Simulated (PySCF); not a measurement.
C4H9NSi, SMILES C#CCC[SiH2]N.

Geometry: B3LYP-D3(BJ)/def2-SVP. The structure was generated by enumeration, and PubChem lists no compound with its InChIKey, so it may never have been made. The values are those of a single conformer.

The numbers are results of PBE/def2-TZVP run with PySCF, not measurements.

Symmetry labels are those of the subgroup Cs that the program uses (full group Cs).

Question: List the valence orbital energies around the gap with their symmetry. (The exact figures need the calculation; the answer reports its results.)

Answer: 
```tsv
orbital	symmetry	energy (eV)
HOMO−7	A'	-9.77
HOMO−6	A'	-9.41
HOMO−5	A"	-8.99
HOMO−4	A"	-7.89
HOMO−3	A'	-7.79
HOMO−2	A'	-6.54
HOMO−1	A"	-6.39
HOMO	A'	-5.86
LUMO	A'	-0.42
LUMO+1	A'	0.01
LUMO+2	A"	0.20
LUMO+3	A'	0.52
```
